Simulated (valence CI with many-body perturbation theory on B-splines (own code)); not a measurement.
**Ge11+: what the settings do**

Computed by configuration interaction combined with many-body perturbation theory (CI+MBPT): three valence electrons over a frozen Dirac-Fock core [Ar], radial functions for each j: 6 s, 6 p, 5 d, 5 f, 1 g, with the one-electron correlation potential Σ1, the two-electron term Σ2, the three-electron term Σ3, Breit, model QED; selected CI, second order for the rest, scaled by the run's own slope (own B-spline code, finite nucleus).

No measured levels were compared; by estimate terms of the open shell hold to 2 to 4 % of their energy, and close levels can change places. Only levels of the ground parity were solved; by the run's estimate the other parity begins above the list, which can be wrong where configurations are misplaced.

The reference run has the lowest level 3d3 4F_3/2 and an ionisation energy of 326.316 eV. Its largest variational space holds 2335 state functions.

Names give the largest LS component (configuration and term), which can be under half, so a name can repeat, a term be missing and a line seem to break the LS rules; names also repeat where a configuration has a term twice. Letters in brackets count levels of one name in rising energy.

Changed runs:
A. size limit of the variational space 10000 → 3000; second order for the rest on → off
B. scale of Σ1 1 → 0
C. hole-hole ladder in Σ2 on → off; shift of the energy in Σ1 (hartree) 0 → 1.089
D. start configuration 3d3 → 4d3 (bad on purpose)

Excitation energies of the reference run in cm⁻¹, and shifts in cm⁻¹:

```tsv
Level	Reference	A	B	C
3d3 4F_5/2	2572	-0.1	-81	-41
3d3 4F_7/2	5727	+0.1	-172	-63
3d3 4F_9/2	9217	-0.4	-263	-62
3d3 4P_1/2	33731	-0.2	-235	+2372
3d3 4P_3/2	33808	+0.7	-207	+2520
3d3 2G_7/2	37308	+0.6	-307	+350
3d3 4P_5/2	37910	+0.3	-357	+2324
3d3 2G_9/2	39580	-0.2	-343	+28
3d3 2D_3/2 [a]	46861	+1.4	-331	+4096
3d3 2P_1/2	48921	+0.6	-388	+3858
3d3 2H_9/2	51880	-0.1	-475	-1143
3d3 2H_11/2	52800	+0.8	-459	-1454
Ionisation energy (eV)	326.316	-6.8e-05	-2.423	+0.165
```

Run D: It gave no result: the start configuration must fill the lowest shells above the core. The program said: "4d is not the lowest shell of its kind above the core".
